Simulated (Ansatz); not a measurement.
Basis-set extrapolation for C₃H₆O₂Si (PBE0-D4/def2-TZVP geometry, frozen core, Ansatz 0.2.0). Multiplicity 1, RHF reference.

```tsv
	def2-TZVPP	def2-QZVPP
HF	-555.816957	-555.838641
MP2 correlation	-1.045478	-1.122641
CCSD(T) correlation	-1.135802	not run
```

Energies in hartree. Use E(X) = E(∞) + A·exp(−7.88·√X) for Hartree–Fock and E(X) = E(∞) + B·X^(−2.97) for correlation, with X = 3 and 4, and add CCSD(T) minus MP2 of the smaller set to the MP2 limit.

Question: What is the CCSD(T) energy at the basis-set limit?

Answer: HF limit: -555.838641 + (-0.021684) × 0.13774 = -555.84163. MP2 limit: -1.122641 + (-0.077163) × 0.74074 = -1.17980. Higher-order term: -1.135802 − (-1.045478) = -0.09032. Total: -557.11175 hartree, 417.4 kJ/mol below CCSD(T)/def2-TZVPP.
